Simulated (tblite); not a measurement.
C₂H₇BS₂ (charge +1 and doublet state).
SMILES with atom numbers: `[CH3:1][S:2][BH:3][S+:4][CH3:5]` (hydrogens: H6, H7, H8 on C1; H9 on B3; H10, H11, H12 on C5)

Computed with GFN2-xTB (tblite), gas phase: L-BFGS steps from a force-field or distance-geometry start until the largest atomic force falls under 0.01 eV/Å.

Step 40: E = -411.7717 eV
```
atom  x, y, z in Å  |  force x, y, z in eV/Å
C1      2.7594   -0.0576    0.0378    0.050  -0.027  -0.022
S2      1.3642   -0.1943   -1.1009   -0.006  -0.025  -0.021
B3     -0.0532    0.0747   -0.0552    0.109   0.056   0.055
S4     -1.6741   -0.1059   -0.7647   -0.001  -0.050   0.016
C5     -2.7357   -0.0009    0.6885   -0.039   0.010   0.030
H6      3.1002    0.9782    0.0307   -0.018  -0.039   0.050
H7      2.4888   -0.3655    1.0441   -0.004   0.080  -0.063
H8      3.5603   -0.6855   -0.3467   -0.004   0.018  -0.021
H9      0.0772    0.3538    1.0669    0.027  -0.059   0.040
H10    -3.0176   -1.0143    0.9713   -0.038  -0.026  -0.040
H11    -3.6359    0.5394    0.4102   -0.049   0.013  -0.005
H12    -2.2324    0.4772    1.5214   -0.026   0.048  -0.020
```

Step 41: E = -411.7733 eV
```
atom  x, y, z in Å  |  force x, y, z in eV/Å
C1      2.7631   -0.0572    0.0354    0.024  -0.015  -0.043
S2      1.3610   -0.1984   -1.0988    0.068  -0.026   0.014
B3     -0.0525    0.0664   -0.0492    0.082   0.078   0.093
S4     -1.6733   -0.1025   -0.7627   -0.024  -0.048  -0.001
C5     -2.7402    0.0021    0.6874    0.003   0.004   0.009
H6      3.1018    0.9788    0.0264   -0.025  -0.020   0.039
H7      2.4977   -0.3617    1.0436   -0.018   0.063  -0.054
H8      3.5667   -0.6811   -0.3490   -0.019   0.001  -0.034
H9      0.0731    0.3433    1.0752    0.042  -0.071   0.010
H10    -3.0191   -1.0127    0.9658   -0.040  -0.032  -0.012
H11    -3.6416    0.5402    0.4112   -0.057   0.027  -0.027
H12    -2.2356    0.4821    1.5181   -0.036   0.038   0.006
```

**Question.** Estimate the geometry and energy of step 42. (The exact step hangs on the optimiser's Hessian estimate; all steps are aligned on step 41, rigid shifts and turns removed.)

**Answer.** E = -411.7751 eV, largest force 0.133 eV/Å
```
atom  x, y, z in Å  |  force x, y, z in eV/Å
C1      2.7683   -0.0576    0.0314   -0.009   0.004  -0.052
S2      1.3581   -0.2012   -1.0956    0.120  -0.022   0.046
B3     -0.0503    0.0624   -0.0404    0.036   0.074   0.105
S4     -1.6710   -0.1016   -0.7590   -0.032  -0.041  -0.014
C5     -2.7460    0.0042    0.6860    0.038   0.001  -0.012
H6      3.1039    0.9785    0.0229   -0.019   0.014   0.016
H7      2.5082   -0.3570    1.0416   -0.030   0.028  -0.032
H8      3.5733   -0.6780   -0.3545   -0.025  -0.017  -0.044
H9      0.0682    0.3332    1.0870    0.063  -0.071  -0.014
H10    -3.0240   -1.0117    0.9613   -0.036  -0.027   0.010
H11    -3.6476    0.5410    0.4091   -0.053   0.033  -0.042
H12    -2.2400    0.4873    1.5137   -0.053   0.025   0.033
```

The energy changes by -0.0018 eV. The first-order estimate −F·Δx gives -0.0025 eV and the mean of the old and new forces, exact on a quadratic surface, -0.0018 eV. The step makes an angle of 70° with the force vector and moves no atom by more than 0.016 Å.

The cost below is that of the whole relaxation. On one thread, INTEL XEON PLATINUM 8581C at 2.10 GHz (x86_64), no GPU, shared host with 80 logical CPUs at a one-minute load of 9.2, this took 0.35 s.
